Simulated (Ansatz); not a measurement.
Ansatz (a quantum-chemistry and plane-wave program) input (r2SCAN0/def2-TZVPD):

Ansatz 0.2 input:
```yaml
crystal:
  periodic: [false, false, false]
  atoms:
    - {symbol: F, position_ang: [2.12166460, -0.06449646, 0.02732137]}
    - {symbol: C, position_ang: [0.77091682, 0.15520145, -0.02866003]}
    - {symbol: C, position_ang: [0.16827604, 1.34442456, -0.28934791]}
    - {symbol: C, position_ang: [-1.28015351, 1.31667027, -0.29249348]}
    - {symbol: C, position_ang: [-1.67766539, 0.05204728, -0.02183021]}
    - {symbol: S, position_ang: [-0.31812826, -1.15459255, 0.24739651]}
    - {symbol: H, position_ang: [0.77047534, 2.22991974, -0.47682383]}
    - {symbol: H, position_ang: [-2.66364840, -0.38603223, 0.06657721]}
basis:
  gaussian:
    orbitals: def2-TZVPD
hamiltonian:
  xc: {name: r2SCAN0}
total_charge: -1
output: {forces: true}
```

Output:

```
Functional definition: r2SCAN0
integrals: 0.20 GiB planned
1310 factors; their error is unknown
0.44 GiB of the device are held for the grids
1.43 GiB of device memory are held for the factors and their scratch space
mean field: 1.47 GiB planned
mean field evaluation 1: about -17718.7800 eV, gradient 6.2e1 eV
mean field evaluation 2: about -17634.9603 eV, gradient 1.6e2 eV
mean field evaluation 4: about -17728.2934 eV, gradient 1.6e1 eV
mean field evaluation 8: about -17728.8585 eV, gradient 1.4e-1 eV
mean field evaluation 16: about -17728.8978 eV, gradient 7.0e-3 eV
mean field -17728.89783850 eV, -651.5249784863 hartree, gradient 8.2e-5 eV, S^2 0.000000; 0 other end points of the search recorded, 0 dependent functions left out
the calculation of the forces begins
reference -17728.89785578 eV, -651.5249791214 hartree; 26, 26 occupied and 226, 226 virtual orbitals, 1310 factors
Total energy: -17728.89785578 eV, -651.5249791214 hartree
Atom 0 at     2.121665    -0.064496     0.027321 Å, force    -0.682516     0.100503    -0.026017 eV/Å
Atom 1 at     0.770917     0.155201    -0.028660 Å, force     0.157243    -0.076274     0.017468 eV/Å
Atom 2 at     0.168276     1.344425    -0.289348 Å, force    -0.014930    -0.235756     0.050832 eV/Å
Atom 3 at    -1.280154     1.316670    -0.292493 Å, force     0.213323    -0.297010     0.065503 eV/Å
Atom 4 at    -1.677665     0.052047    -0.021830 Å, force     0.306291    -0.070335     0.017126 eV/Å
Atom 5 at    -0.318128    -1.154593     0.247397 Å, force    -0.037574     0.650108    -0.140667 eV/Å
Atom 6 at     0.770475     2.229920    -0.476824 Å, force    -0.059894    -0.112543     0.023933 eV/Å
Atom 7 at    -2.663648    -0.386032     0.066577 Å, force     0.118057     0.041307    -0.008178 eV/Å
Dipole moment:     0.680837    -0.646238     0.143891 e Å
```

It need not be the lowest isomer of its formula. Whether it binds its extra electron was not tested at this geometry.
